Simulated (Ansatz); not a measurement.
Reaction (redistribution): `B1N[SiH2]1` + `C=[N][AlH][SH]` → `S[SiH]1BN1` + `C=[N][AlH2]`

Program: Ansatz. Geometries: PBE0-D4/def2-TZVP. ΔE: electronic, gas phase. CBS: MP2 limit from def2 TZ/QZ plus the TZ coupled-cluster correction, frozen cores. DFT in def2-TZVPP. Each species was taken in one conformer, which may not be the lowest.

```tsv
level	ΔE (kJ/mol)
revPBE-D4	39.7
CAM-B3LYP-D4	47.3
ωB97M-V	46.2
r2SCAN0	48.9
RPA@PBE/def2-TZVPP	47.6
MP2/def2-SVP	51.2
CCSD(T)/def2-TZVPP	48.7
HF/CBS(def2)	54.0
```

(1) What does CCSD(T)/CBS give? (Best estimate.)

Largest T1 diagnostic among the species: 0.015.

Results:

(1) Ansatz gave: +48.2 kJ/mol. The listed levels differ from it by -8.5, -0.9, -2.0, 0.7, -0.6, 3.0, 0.5, 5.8 kJ/mol.

From PBE to PBE0 (25 % exact exchange), in def2-TZVPP and without D4, ΔE moves by +3.2 kJ/mol. At CCSD(T), def2-SVP lies +3.1 kJ/mol from the extrapolated value and def2-TZVPP +0.5 kJ/mol.
